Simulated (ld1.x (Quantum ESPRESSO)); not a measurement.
## Varying the TM semilocal potential for strontium

Base potential:

ld1.x (Quantum ESPRESSO) 7.5 input, shortened:

```
&input
   title='Sr', zed=38., rel=1, dft='PBE', iswitch=3,
   config='[Kr] 4d0 5s2 5p0'
 /
 &inputp
   pseudotype=1, tm=.true., lloc=2,
   nlcc=.true., rcore=1.15
 /
3
4S  1  0   2.00   0.00  1.70  1.70  0.0
4P  2  1   6.00   0.00  1.40  1.40  0.0
4D  3  2   0.00   0.00  3.80  3.80  0.0
 &test
   configts(1)='4s2 4p6 4d0 5s2 5p0'
 /
```

Occupied shells without a wave of their own: 5s. They enter only through the test configuration that unscreens the potential, and ld1.x also counts them in the model core charge.

All-electron outer shells of the reference configuration (PBE, scalar-relativistic, ld1.x):

| shell | level (eV) | outermost node (bohr) | outermost maximum (bohr) |
| --- | --- | --- | --- |
| 3p | -256.15 | 0.19 | 0.43 |
| 3d | -128.02 | – | 0.38 |
| 4s | -40.90 | 0.59 | 1.19 |
| 4p | -22.82 | 0.61 | 1.33 |
| 5s | -3.53 | 1.65 | 3.72 |
| 5p | -1.28 | 1.96 | 4.83 |
| 4d | -1.28 | 0.65 | 2.12 |

Cutoffs, loose and tight: the cutoffs (Ry, on a coarse ladder) from which the occupation-weighted sum of valence levels, in a spherical-Bessel basis at the reference potential, stays within 10 and 1 mRy of its value at 400 Ry. They do not see the model core or the augmentation charge, which bear on the density cutoff. Test errors are all-electron minus pseudo excitation energies from the reference, over the configurations 4s2 4p6 4d0 5s1 5p0; 4s2 4p6 4d0 5s0 5p0; 4s2 4p6 4d0 5s1.5 5p0; 4s1 4p6 4d0 5s2 5p0; 4s2 4p6 4d1 5s1 5p0; 4s2 4p6 4d0.5 5s1.5 5p0; 4s2 4p6 4d0 5s0 5p1. A dash means not determined; rows that change the core or the reference have their own tests.

With those shells counted twice in exchange and correlation these files are broken, and their errors move erratically; no question is asked of them.

A semilocal file is local in each channel, so a ghost entry of none says nothing of the separable form that plane-wave codes build from it.

| change | outcome | cutoff, loose | cutoff, tight | bound ghosts | largest test error (meV) |
| --- | --- | --- | --- | --- | --- |
| base | generated | 50 Ry | 90 Ry | none | -1108 |
| core correction none | generated | 50 Ry | 90 Ry | none | -507 |
| core correction a·sin(br)/r model core inside 0.68 bohr | generated | 50 Ry | 90 Ry | none | -1108 |
| core correction a·sin(br)/r model core inside 0.88 bohr | generated | 50 Ry | 90 Ry | none | -1108 |
| core correction a·sin(br)/r model core inside 1.08 bohr | generated | 50 Ry | 90 Ry | none | -1108 |
| core correction a·sin(br)/r model core inside 1.20 bohr | generated | 50 Ry | 90 Ry | none | -1107 |
| core correction a·sin(br)/r model core inside 1.50 bohr | generated | 50 Ry | 90 Ry | none | -1106 |
| core correction a·sin(br)/r model core inside 1.64 bohr | generated | 50 Ry | 90 Ry | none | -1105 |
